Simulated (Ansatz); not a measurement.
Species: AgF, net charge -1, doublet state. The spin state was set by rule; other spins were not relaxed. 
Geometry from a B3LYP-D3(BJ)/def2-TZVP (Ansatz, a first-principles code) optimisation:
```xyz
2

Ag     0.0000     0.0000    -0.3433
F      0.0000     0.0000     1.7930
```
Charge -1, spin multiplicity 2.

Basis-set convergence of Hartree-Fock and CCSD(T) correlation energies (hartree) with Ansatz. Cores are frozen in the correlated levels unless marked. Open shells are spin-unrestricted. No spin-orbit coupling. Frozen are the shells of the preceding noble gas and the d and f shells that filled before the atom's block. Past Kr the def2 sets carry scalar-relativistic core potentials. This anion needs diffuse functions, which these sets lack.

| basis | functions | E(HF) | E(corr, CCSD(T)) |
|---|---|---|---|
| def2-SVP | 45 | -245.44881 | -0.44068 |
| def2-TZVPP | 87 | -245.61776 | -0.65578 |
| def2-QZVPP | 145 | … | … |

### Question
Fill in the missing entries.

### Answer

- def2-QZVPP, E(HF): -245.62781
- def2-QZVPP, E(corr, CCSD(T)): -0.71963
